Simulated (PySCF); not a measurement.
C₂H₆AlBrO.

```xyz
11

Al     0.6526    -0.5763     0.0000
Br    -0.3976     1.4430     0.0000
C      2.5840    -0.7223     0.0000
H      2.9069    -1.7750     0.0000
H      3.0138    -0.2255     0.8858
H      3.0138    -0.2255    -0.8858
O     -0.3290    -1.9552     0.0000
C     -1.6912    -2.2780     0.0000
H     -1.9436    -2.8802     0.8911
H     -2.3389    -1.3815     0.0000
H     -1.9436    -2.8802    -0.8911
```

Coordinates come from a B3LYP-D3(BJ)/def2-SVP optimisation. One conformer was computed; it need not be the lowest.

All values below come from HF/pcSseg-1 (PySCF). Non-relativistic, no solvent.

Computed absolute GIAO shielding of each atom: isotropic value and principal components (ppm):
```tsv
atom	σ(iso)	σ11	σ22	σ33	span
Al1	433.3	381.7	394.7	523.4	141.7
Br2	2832.5	2621.2	2842.5	3033.8	412.6
C3	203.0	196.7	200.2	212.0	15.3
H4	31.9	26.3	28.7	40.7	14.5
H5	31.8	26.8	29.2	39.4	12.6
H6	31.8	26.8	29.2	39.4	12.6
O7	316.1	236.2	355.2	356.8	120.6
C8	141.4	116.3	121.4	186.4	70.0
H9	28.0	23.6	25.4	35.1	11.5
H10	27.9	22.5	28.1	33.2	10.7
H11	28.0	23.6	25.4	35.1	11.5
```
